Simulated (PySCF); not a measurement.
Problem. What does the BHandHLYP/def2-SVP structure of `[SiH3]C1=CNBC=C1` look like in three dimensions?

Solution. 
```
atom  x, y, z in Å
Si1    2.5071   -0.1638    0.5453
C2     0.6647   -0.1517    0.2473
C3     0.0242    1.0145   -0.0624
N4    -1.3103    1.0688   -0.2822
B5    -2.1696   -0.0687   -0.2123
C6    -1.4705   -1.3669    0.1304
C7    -0.1228   -1.3467    0.3383
H8     3.2085   -1.0494   -0.4166
H9     3.0208    1.2189    0.3905
H10    2.8323   -0.6486    1.9094
H11    0.5634    1.9532   -0.1458
H12   -1.6819    1.9768   -0.5035
H13   -3.3380    0.0904   -0.4236
H14   -1.9892   -2.3169    0.2194
H15    0.3964   -2.2719    0.5859
```

Orientation and origin are arbitrary. Atoms count from 1 in this order. The 7 heavy atoms lie in one plane (0.001 Å rms). N4 (ring nitrogen) is planar (angles 123.6°, 120.5° and 115.9°, sum 360.0°, 0.00 Å off the plane of its three neighbours). Si1 (SiH3 silicon) is tetrahedral (angles from 107.3° to 111.5°). The C–C distances run from 1.364 Å (C6=C7, drawn double) to 1.434 Å (C2–C7, drawn single), a spread of 0.070 Å.

Bonds between heavy atoms (Å): Si1–C2 1.866, C2=C3 1.366, C3–N4 1.354, N4–B5 1.427, B5–C6 1.514, C6=C7 1.364, C2–C7 1.434.

Theory: BHandHLYP/def2-SVP geometry optimisation, gas phase in PySCF.

Point group: Cs (every atom within 0.08 Å of its image). No frequency check.
